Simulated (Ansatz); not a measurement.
Computed with Ansatz on PBE0-D4/def2-TZVP structures; ΔE is electronic, products minus reactants. CCSD(T)/CBS adds triple-zeta CCSD(T) − MP2 to the extrapolated MP2 energy (def2 sets, frozen cores). This one scheme is used for every species. DFT in def2-TZVPP. HSE06 is defined as in plane-wave codes. Elements past krypton have def2 core potentials. For I outer-core shells are correlated without core-valence functions, which leaves a few kJ/mol of doubt a bond.

Reaction (ligand exchange at the Si–F bond): `F[Si](F)(F)I` + HCl → `F[Si](F)(Cl)I` + H–F

(1) Is it downhill or uphill in electronic energy at CCSD(T)/CBS, and by how much? (An estimate is asked.)

(2) What do these levels give: revPBE-D4, BLYP-D4, r2SCAN-D4, HSE06-D4, ωB97X-V, revPBE, r2SCAN, r2SCAN0, HSE06, MP2/def2-TZVPP, HF/def2-QZVPP, MP2/CBS(def2)? (An estimate is asked.)

Largest T1 diagnostic among the species: 0.010.

Results:

(1) Ansatz gave: Uphill: ΔE = +0.51 eV.

(2) The calculation gave: revPBE-D4 0.39, BLYP-D4 0.52, r2SCAN-D4 0.54, HSE06-D4 0.45, ωB97X-V 0.54, revPBE 0.47, r2SCAN 0.55, r2SCAN0 0.55, HSE06 0.48, MP2/def2-TZVPP 0.50, HF/def2-QZVPP 0.73, MP2/CBS(def2) 0.44 eV.

From BLYP to BHLYP (50 % exact exchange), in def2-TZVPP and without D4, ΔE moves by +0.04 eV. The D4 term adds −0.07 eV with B3LYP and −0.04 eV with PBE0; it sums over pairs of atoms, weighted by their polarisabilities, and B3LYP, whose exchange is more repulsive, gets the larger term. In def2-TZVPP, CCSD(T) changes the Hartree–Fock value by −0.14 eV (the triples alone add −0.03 eV) and MP2 by −0.21 eV.

B3LYP here is the variant with VWN-RPA as its local correlation; programs differ in this.
